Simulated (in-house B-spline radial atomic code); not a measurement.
The numbers below are computed, except where a source is named.
the arsenic ion As⁴⁺ at several levels of theory

Ground configuration [Ar] 3d10 4s1. All numbers come from an all-electron radial atomic-structure program (B-spline basis), all electrons, at the radial basis limit. Mean-field, RPA, GW and linear-response runs are scalar-relativistic (one-electron X2C), no spin-orbit coupling, without Breit or QED terms, open shells spin-polarised at highest spin; the many-body runs on Dirac-Hartree-Fock orbitals are four-component, and their energies hold both.

RPA overbinds a lone outer s electron by self-correlation, and G0W0 tends to as well.

**Ionisation energy.** The reference is 62.77 ± 0.06 eV (NIST, measured).

```csv
method,value (eV),minus reference (eV)
minus the highest LDA VWN5 level,58.16,-4.61
"LDA VWN5, difference of total energies",64.22,+1.45
minus the highest PBE level,57.75,-5.02
"PBE, difference of total energies",63.90,+1.13
G0W0 on PBE,63.84,+1.07
exact exchange + RPA on PBE,63.48,+0.71
exact exchange + RPA + SOSEX on PBE,62.70,-0.07
minus the highest r2SCAN level,58.09,-4.68
"r2SCAN, difference of total energies",63.39,+0.62
minus the highest PBE0 level,58.92,-3.85
"PBE0, difference of total energies",63.45,+0.68
G0W0 on PBE0,63.67,+0.90
minus the highest B3LYP (VWN-RPA) level,59.00,-3.77
"B3LYP (VWN-RPA), difference of total energies",64.00,+1.23
minus the highest CAM-B3LYP level,60.76,-2.01
minus the highest LC-wPBE level,62.16,-0.61
minus the highest Hartree-Fock level,61.81,-0.96
"Hartree-Fock, difference of total energies",61.70,-1.07
G0W0 on Hartree-Fock,63.28,+0.51
"MP2, difference of total energies",62.90,+0.13
Brueckner orbital with screened correlation (4s1/2),62.74,-0.03
```

Task: Which methods come closest, and which lies farthest off?

Result: Closest: Brueckner orbital with screened correlation (4s1/2) (-0.03 eV) and exact exchange + RPA + SOSEX on PBE (-0.07 eV). Farthest: minus the highest PBE level (-5.02 eV). The PBE level misses by -5.0 eV while the PBE energy difference misses by +1.13 eV: the semilocal potential lacks the −1/r tail and the energy is convex in the electron number, but total energies at whole numbers are far better.

Run times on one thread of shared hosts: mean field, RPA, SOSEX and G0W0 on PBE, for the atom and its ion, 5.1 s (Arm Neoverse V1); Brueckner orbitals with all properties, 77 s (Intel Xeon 6975P-C).
